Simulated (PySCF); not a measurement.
Geometry (Å), atoms numbered from 1 in this order:
```xyz
15

Si   -2.2393    0.7123    0.6811
C    -0.6884    0.4558   -0.3633
C     0.4668   -0.2006    0.3905
C     1.6991   -0.3993   -0.4788
S     3.0774   -1.2422    0.3547
H    -1.9308    1.5715    1.8669
H    -2.7580   -0.6005    1.1761
H    -3.3077    1.3782   -0.1263
H    -0.3805    1.4390   -0.7616
H    -0.9679   -0.1519   -1.2421
H     0.7413    0.4148    1.2657
H     0.1602   -1.1791    0.7963
H     2.0479    0.5579   -0.8978
H     1.4612   -1.0494   -1.3364
H     3.2924   -0.2948    1.2933
```

Geometry: PBE0-D3(BJ)/def2-SVP; GIAO shifts from PySCF 2.14, gas phase, non-relativistic, averaged over equivalent atoms.

At LDA/pcSseg-1 (149 basis functions, 17 s wall time on 1 thread of an Arm Neoverse V1, shared host):
```
   atoms  δ (ppm)
     Si1    -72.2
      C3     39.9
      C4     36.1
      C2     10.7
      S5    -67.1
H6/H7/H8     4.10
 H13/H14     2.31
     H15     1.61
 H11/H12     1.40
  H9/H10     0.70
```

Shifts are taken against calculated references (same method and geometry level): $^{29}$Si (σ = 318.36 ppm) and $^{13}$C (σ = 180.72 ppm) and $^{1}$H (σ = 30.83 ppm) against TMS; $^{33}$S (σ = 480.15 ppm) vs CS2.

Question: Estimate the result of repeating the calculation with B97-D/pcSseg-1.

Answer: 
```json
{"atoms": "Si1", "δ at B97-D/pcSseg-1": "-63.3", "change": "+8.9"}
{"atoms": "C3", "δ at B97-D/pcSseg-1": "39.1", "change": "-0.8"}
{"atoms": "C4", "δ at B97-D/pcSseg-1": "36.7", "change": "+0.6"}
{"atoms": "C2", "δ at B97-D/pcSseg-1": "11.7", "change": "+1.0"}
{"atoms": "S5", "δ at B97-D/pcSseg-1": "-45.2", "change": "+21.9"}
{"atoms": "H6/H7/H8", "δ at B97-D/pcSseg-1": "3.79", "change": "-0.31"}
{"atoms": "H13/H14", "δ at B97-D/pcSseg-1": "2.28", "change": "-0.03"}
{"atoms": "H15", "δ at B97-D/pcSseg-1": "1.33", "change": "-0.28"}
{"atoms": "H11/H12", "δ at B97-D/pcSseg-1": "1.41", "change": "+0.01"}
{"atoms": "H9/H10", "δ at B97-D/pcSseg-1": "0.64", "change": "-0.06"}
```

Referencing at the same level of theory: TMS for $^{29}$Si (σ = 347.23 ppm), $^{13}$C (σ = 179.17 ppm), $^{1}$H (σ = 31.41 ppm); CS2 for $^{33}$S (σ = 497.29 ppm).

The largest change is at S5 (thiol sulfur). Cost: 149 basis functions, 21 s wall time on 1 thread of an Arm Neoverse V1, shared host. The order of the carbon signals is the same at both levels.
